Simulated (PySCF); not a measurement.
A calculated (CAM-B3LYP, PySCF 2.14, cc-pVDZ-X2C, scalar relativity by spin-free X2C-1e) atom or ion has these occupied shells.

```json
{"shell": "1s α", "electrons": "1", "orbital energy (eV)": "-53635.7", "rms radius, mean of both spins (bohr)": "0.0240"}
{"shell": "1s β", "electrons": "1", "orbital energy (eV)": "-53635.7", "rms radius, mean of both spins (bohr)": "0.0240"}
{"shell": "2s α", "electrons": "1", "orbital energy (eV)": "-8969.8", "rms radius, mean of both spins (bohr)": "0.0971"}
{"shell": "2s β", "electrons": "1", "orbital energy (eV)": "-8969.7", "rms radius, mean of both spins (bohr)": "0.0971"}
{"shell": "2p α", "electrons": "3", "orbital energy (eV)": "-7976.8", "rms radius, mean of both spins (bohr)": "0.0874"}
{"shell": "2p β", "electrons": "3", "orbital energy (eV)": "-7976.7", "rms radius, mean of both spins (bohr)": "0.0874"}
{"shell": "3s α", "electrons": "1", "orbital energy (eV)": "-2020.3", "rms radius, mean of both spins (bohr)": "0.250"}
{"shell": "3s β", "electrons": "1", "orbital energy (eV)": "-2018.6", "rms radius, mean of both spins (bohr)": "0.250"}
{"shell": "3p α", "electrons": "3", "orbital energy (eV)": "-1712.9", "rms radius, mean of both spins (bohr)": "0.251"}
{"shell": "3p β", "electrons": "3", "orbital energy (eV)": "-1711.1", "rms radius, mean of both spins (bohr)": "0.251"}
{"shell": "3d α", "electrons": "5", "orbital energy (eV)": "-1309.2", "rms radius, mean of both spins (bohr)": "0.230"}
{"shell": "3d β", "electrons": "5", "orbital energy (eV)": "-1307.6", "rms radius, mean of both spins (bohr)": "0.230"}
{"shell": "4s α", "electrons": "1", "orbital energy (eV)": "-418.13", "rms radius, mean of both spins (bohr)": "0.563"}
{"shell": "4s β", "electrons": "1", "orbital energy (eV)": "-413.94", "rms radius, mean of both spins (bohr)": "0.563"}
{"shell": "4p α", "electrons": "3", "orbital energy (eV)": "-316.06", "rms radius, mean of both spins (bohr)": "0.599"}
{"shell": "4p β", "electrons": "3", "orbital energy (eV)": "-311.77", "rms radius, mean of both spins (bohr)": "0.599"}
{"shell": "4d α", "electrons": "5", "orbital energy (eV)": "-174.79", "rms radius, mean of both spins (bohr)": "0.659"}
{"shell": "4d β", "electrons": "5", "orbital energy (eV)": "-170.06", "rms radius, mean of both spins (bohr)": "0.659"}
{"shell": "5s α", "electrons": "1", "orbital energy (eV)": "-67.783", "rms radius, mean of both spins (bohr)": "1.39"}
{"shell": "5s β", "electrons": "1", "orbital energy (eV)": "-65.991", "rms radius, mean of both spins (bohr)": "1.39"}
{"shell": "5p α", "electrons": "3", "orbital energy (eV)": "-42.937", "rms radius, mean of both spins (bohr)": "1.65"}
{"shell": "5p β", "electrons": "3", "orbital energy (eV)": "-41.624", "rms radius, mean of both spins (bohr)": "1.65"}
{"shell": "4f α", "electrons": "7", "orbital energy (eV)": "-21.825", "rms radius, mean of both spins (bohr)": "0.989"}
{"shell": "4f β", "electrons": "3", "orbital energy (eV)": "-19.216", "rms radius, mean of both spins (bohr)": "0.989"}
```

(1) Name the element and its charge.

## Answers

(1) Dy²⁺ (dysprosium, charge +2), in [Xe] 4f10, one real determinant.
